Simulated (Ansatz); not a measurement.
A nudged elastic band was laid between two geometries of C2H6AlCl + H2 (12 atoms, charge 0, multiplicity 1).

Level of theory: Ansatz 0.2.0, RKS PBE-D4/def2-SVP.

```
movable images  : 5
climbing image  : yes
spring          : 5.0 eV/Å²
optimiser       : quadratic models (default)
start path      : through a guess of the saddle point
force threshold : 0.05 eV/Å
iteration limit : 60
end points      : relaxed
```

Image 0:

```xyz
12
Properties=species:S:1:pos:R:3
Al -0.163 0.513 0.166
C 1.657 0.119 0.768
C -0.902 0.068 -1.591
Cl -1.340 1.802 1.418
H -0.924 -1.575 1.025
H -1.313 -1.057 1.449
H 2.350 0.923 0.436
H 1.731 0.069 1.874
H 2.045 -0.833 0.347
H -2.011 0.027 -1.584
H -0.517 -0.901 -1.976
H -0.613 0.844 -2.334
```

Image 6:

```xyz
12
Properties=species:S:1:pos:R:3
Al -1.195 0.285 0.404
C 1.545 -0.327 0.847
C -0.949 0.000 -1.514
Cl -1.156 2.304 1.122
H 0.771 -1.111 0.982
H -1.712 -0.803 1.449
H 1.136 0.699 0.968
H 2.302 -0.474 1.639
H 2.003 -0.426 -0.154
H -1.890 0.247 -2.055
H -0.696 -1.053 -1.758
H -0.158 0.658 -1.930
```

Which bonds break or form, and what moves?

Bonds broken: Al1–C2, H5–H6. Bonds formed: Al1–H6, C2–H5. C2H6AlCl + H2 becomes CH4 + CH4AlCl.

What energy profile does the band end with?

The forces met the threshold. The highest image is number 3 of 0 to 6, 97.0 kJ/mol above the first end and 123.5 kJ/mol above the last; the last end lies 26.6 kJ/mol below the first. A vibrational analysis at the climbing image gives one clearly imaginary mode, 1178i cm⁻¹: a first-order saddle point. The orbitals stay closed-shell, which can raise the energy where a bond breaks towards radicals; this wasn't checked here.

```csv
image,path coordinate (Å),energy (kJ/mol),Al1–C2 (Å),H5–H6 (Å),Al1–H6 (Å)
0,0.00,0.0,1.96,0.77,2.33
1,0.68,2.5,1.96,0.77,2.36
2,1.35,25.2,1.97,0.79,2.11
3,2.03,97.0,2.13,1.08,1.76
4,2.82,-8.1,2.57,1.83,1.60
5,3.60,-25.7,2.84,2.38,1.60
6,4.39,-26.6,2.84,2.55,1.59
```

What is the geometry of the highest image?


```xyz
12
Properties=species:S:1:pos:R:3
Al -0.616 0.342 0.284
C 1.370 -0.172 0.858
C -0.936 0.056 -1.616
Cl -1.238 2.065 1.370
H 0.078 -0.845 1.231
H -0.977 -1.080 1.254
H 1.731 0.822 0.505
H 1.725 -0.255 1.905
H 1.860 -0.947 0.236
H -2.015 0.131 -1.863
H -0.578 -0.941 -1.946
H -0.405 0.823 -2.217
```

What are the harmonic wavenumbers there?

1178i, 61, 99, 137, 148, 196, 401, 436, 496, 607, 655, 689, 703, 709, 1013, 1165, 1173, 1194, 1372, 1376, 1383, 1406, 1669, 1952, 2949, 2973, 3044, 3069, 3079, 3093 cm⁻¹.

Time of the run: 110 s on 2 threads of Arm Neoverse V2, with other jobs on the host, peak memory 0.14 GiB.
